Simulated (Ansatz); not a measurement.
Geometry optimisation, UKS PBE/cc-pVDZ (Ansatz 0.2.0).

Input file:

```yaml
crystal:
  periodic: [false, false, false]
  atoms:
    - { symbol: C, position_ang: [-0.4756, 1.4602, -1.5986] }
    - { symbol: C, position_ang: [0.0822, 0.8084, -0.8364] }
    - { symbol: C, position_ang: [0.7969, -0.0279, 0.0901] }
    - { symbol: Al, position_ang: [-0.3643, -1.1509, 1.1406] }
    - { symbol: H, position_ang: [-1.0577, 2.1068, -2.308] }
    - { symbol: H, position_ang: [1.16646, -1.01857, 1.2448] }
    - { symbol: H, position_ang: [1.4312, 0.6167, 0.805] }
    - { symbol: H, position_ang: [-0.2948, -2.7359, 1.0609] }
    - { symbol: H, position_ang: [-1.5588, -0.4577, 2.0883] }
magnetization:
  spin_polarized: true
basis:
  gaussian: { orbitals: cc-pVDZ }
hamiltonian:
  xc: pbe
relax:
  f_tol: 0.02
  max_steps: 50
output:
  orbitals: {}
```

Launched with:

```bash
$ ansatz run input.yaml --threads 2 --pin off --max-ram 3072MiB --backend cpu --events-out ev --progress --plain --runs-dir out
```

Task: Where does it end, and by what steps?

Result: The run converged. After 27 steps the energy has fallen by 5.784 eV; H6 moved furthest, 1.34 Å. The start is strongly strained (largest force component 8 eV/Å), so its close contacts needn't be bonds. Parted: Al4–H6 (1.54 → 2.96 Å). Joined: C1–Al4 (3.79 → 2.08 Å), C2–Al4 (2.82 → 2.14 Å), C3–H6 (1.57 → 1.10 Å).

```csv
step,energy less start (eV),largest force component (eV/Å),accepted
0,0.0000,8.270,yes
1,-1.2859,2.966,yes
2,-1.8433,1.495,yes
3,-2.3330,1.531,yes
4,-2.7974,1.422,yes
5,-3.4053,2.290,yes
6,-4.1477,2.886,yes
7,-4.7961,2.495,yes
8,-4.9684,3.264,yes
9,-5.2393,0.587,yes
10,-5.2582,0.750,yes
11,-5.3167,0.275,yes
12,-5.3491,0.813,yes
13,-5.3966,0.280,yes
14,-5.4508,0.559,yes
15,-5.5057,0.563,yes
16,-5.5478,0.815,yes
17,-5.6277,0.647,yes
18,-5.6395,0.637,yes
19,-5.6908,0.414,yes
20,-5.7323,0.734,yes
21,-5.7474,0.959,yes
22,-5.7490,0.636,yes
23,-5.7765,0.132,yes
24,-5.7791,0.468,yes
25,-5.7834,0.059,yes
26,-5.7839,0.034,yes
27,-5.7839,0.013,yes
```

```xyz
9
Properties=species:S:1:pos:R:3
C -0.790 0.611 -0.980
C 0.385 0.601 -0.437
C 1.261 0.157 0.519
Al -0.941 -0.714 0.615
H -1.252 1.121 -1.828
H 1.999 -0.622 0.267
H 1.484 0.792 1.393
H -0.820 -2.256 0.206
H -1.600 -0.089 1.931
```

Time of the run: 31 s on 2 threads of Intel(R) Xeon(R) 6975P-C (Granite Rapids), with other jobs on the host, peak memory 0.23 GiB.
